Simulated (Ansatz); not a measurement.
Cd7S6Cl2, a halide-capped nanocrystal cut from wurtzite CdS (2 Cl on the cations). Total charge 0; singlet. Geometry r2SCAN-D4/def2-SVP, basis def2-TZVP, Ansatz.

```json
{"run": "A", "HOMO (eV)": "-8.01", "LUMO (eV)": "-2.04"}
{"run": "B", "HOMO (eV)": "-9.17", "LUMO (eV)": "-0.13"}
{"run": "C", "HOMO (eV)": "-5.93", "LUMO (eV)": "-3.44"}
{"run": "D", "HOMO (eV)": "-6.78", "LUMO (eV)": "-2.87"}
{"run": "E", "HOMO (eV)": "-5.69", "LUMO (eV)": "-3.58"}
```

In the def2 sets Cd takes a core potential; there is no spin–orbit coupling. Single mean-field runs in def2-TZVP are fitted with def2-universal-jkfit.

Question: The runs used CAM-B3LYP, HF, PBE, PBE0, r2SCAN. Estimate which is which.

Answer: A CAM-B3LYP (range-separated); B HF (100 % exact exchange); C r2SCAN (0 % exact exchange); D PBE0 (25 % exact exchange); E PBE (0 % exact exchange). Exact exchange lowers occupied and raises empty levels; among semilocal functionals meta-GGAs tend to open the gap a little, and such runs are hard to tell apart. The gap grows from 2.11 eV (PBE) to 9.05 eV (HF).
